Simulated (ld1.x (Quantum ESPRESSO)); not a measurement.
## An all-electron radial function and its pseudo partner (Zr)

Columns: radius, all-electron u(r) and pseudo u(r) of the 5s shell (level -15.90 eV) of zirconium in the configuration [Kr] 4d2 5s0 5p0; PBEsol, scalar-relativistic, TM semilocal scheme, ld1.x (Quantum ESPRESSO) 7.5.

| r (bohr) | all-electron | pseudo |
| --- | --- | --- |
| 0.148 | -0.0937 | 0.0514 |
| 0.295 | 0.1904 | 0.0982 |
| 0.443 | 0.1335 | 0.1375 |
| 0.590 | -0.0839 | 0.1663 |
| 0.738 | -0.2611 | 0.1847 |
| 0.885 | -0.3356 | 0.1945 |
| 1.033 | -0.3166 | 0.1999 |
| 1.180 | -0.2326 | 0.2060 |
| 1.328 | -0.1116 | 0.2178 |
| 1.475 | 0.0224 | 0.2399 |
| 1.623 | 0.1558 | 0.2768 |
| 1.770 | 0.2771 | 0.3301 |
| 1.918 | 0.3831 | 0.3984 |
| 2.065 | 0.4700 | 0.4720 |
| 2.213 | 0.5387 | 0.5387 |
| 2.360 | 0.5893 | 0.5893 |
| 2.508 | 0.6242 | 0.6242 |
| 2.655 | 0.6446 | 0.6446 |
| 2.802 | 0.6530 | 0.6530 |
| 2.950 | 0.6512 | 0.6512 |
| 3.098 | 0.6410 | 0.6410 |
| 3.245 | 0.6242 | 0.6242 |
| 3.393 | 0.6022 | 0.6022 |
| 3.540 | 0.5765 | 0.5765 |
| 3.688 | 0.5478 | 0.5478 |
| 3.835 | 0.5176 | 0.5176 |

**Question.** How many radial nodes do the two functions have?

**Answer.** The all-electron 5s function has n − l − 1 = 4 (the table is too coarse to show those close to the nucleus); the pseudo-wave has 0, since the states of the same l below it are removed with the core.

**Question.** At about which radius was the pseudo-wave matched?

**Answer.** 2.30 bohr, where the columns begin to agree (steps of 0.15 bohr).

**Question.** Is the pseudo-wave norm-conserving?

**Answer.** Yes: the TM semilocal scheme keeps the norm inside the radius equal to the all-electron one, which fixes the energy derivative of the logarithmic derivative at the level.
